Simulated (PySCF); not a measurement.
## Nb⁺: ionisation energy

Nb⁺ [Kr] 4d4 (5D) → Nb²⁺ [Kr] 4d3 (4F), as a difference of total energies. All numbers are calculated (PySCF 2.14, a scalar-relativistic core potential, in aug-cc-pVDZ-PP with ECP28MDF). Correlated levels: valence: 4s2 4p6 frozen. The calculations carry no spin-orbit coupling.

```json
{"method": "UHF", "ionisation energy (eV)": "13.093", "difference from reference (eV)": "-1.227"}
{"method": "PBE", "ionisation energy (eV)": "14.492", "difference from reference (eV)": "+0.172"}
{"method": "PBE0", "ionisation energy (eV)": "14.338", "difference from reference (eV)": "+0.018"}
{"method": "BHandHLYP", "ionisation energy (eV)": "13.913", "difference from reference (eV)": "-0.407"}
{"method": "r2SCANh", "ionisation energy (eV)": "14.203", "difference from reference (eV)": "-0.117"}
{"method": "BLYP", "ionisation energy (eV)": "14.212", "difference from reference (eV)": "-0.108"}
{"method": "MP2 (valence)", "ionisation energy (eV)": "13.541", "difference from reference (eV)": "-0.779"}
{"method": "SCS-MP2 (valence)", "ionisation energy (eV)": "13.243", "difference from reference (eV)": "-1.077"}
```

Reference: 14.32 eV (semi-empirical (NIST evaluation); NIST Atomic Spectra Database, ionization energies).

The reference lies between the lowest fine-structure levels, while these numbers refer to the centres of the terms.

Errors of the correlated levels include the incompleteness of this basis and the frozen core.
